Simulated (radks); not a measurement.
Results of a calculation; reference values are marked as such.
Ionisation of neutral ruthenium, [Kr] 4d7 5s1, to [Kr] 4d7 as the strength of local exchange is varied. Code: a radial shooting solver on a logarithmic mesh with Libxc functionals. Model: scalar-relativistic Kohn-Sham, Slater X-alpha exchange (alpha = 2/3 is LDA exchange), no correlation, spin-polarised, spherical densities, point nucleus; open shells are filled with parallel spins first (spin-orbit coupling, left out, can overturn this in heavy ions).

alpha,E(Ru) (hartree),exchange (hartree),IE (eV),-e of the level emptied (eV),<r> of it (bohr)
0.667,-4522.31876,-124.82657,7.345,4.350 (5s),3.327
0.692,-4527.00808,-129.64176,7.502,4.500 (5s),3.303
0.722,-4532.64179,-135.43294,7.693,4.683 (5s),3.274
0.778,-4543.17707,-146.28084,8.055,5.033 (5s),3.222
0.887,-4563.75422,-167.53607,8.780,5.745 (5s),3.125
0.891,-4564.51113,-168.31960,8.807,5.772 (5s),3.122
1,-4585.18533,-189.76669,9.559,6.524 (5s),3.031

NIST Atomic Spectra Database: 7.361 eV (measured). The Delta-SCF value meets it near alpha = 0.67. Open shells are spherical and high-spin; term and fine-structure splittings are not resolved.
